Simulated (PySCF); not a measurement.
**Relaxation of singlet HgF₃⁻**

These are results of B3LYP/[Hg def2-SVPD with ECP60, F def2-SVPD], scalar-relativistic core potentials, density fitting, no spin–orbit coupling, PySCF, not measurements. A (50,194) grid was used.

A start at or just off a symmetric point, pushed along the force that breaks its symmetry, of C2v symmetry, free to break it:

```xyz
4
charge -1 multiplicity 1, angstrom
Hg   -0.0017    0.0000    0.0000
F     2.1308    0.0000    0.0000
F    -1.0566    1.8445    0.0000
F    -1.0566   -1.8444    0.0000
```

(1) What does it relax to?

(2) How much energy is released, and in how many steps?

## Answers

(1) It ends at C2v with Hg–F 2.120 Å (×2), Hg–F 2.141 Å; F–Hg–F 117.0° (×2), F–Hg–F 126.0° (after a last refinement on a finer grid). A frequency run shows a minimum. Other isomers or separated fragments may lie lower.

(2) 1.2 kJ/mol in 6 steps.

With an element this heavy the missing spin–orbit coupling can shift these numbers.
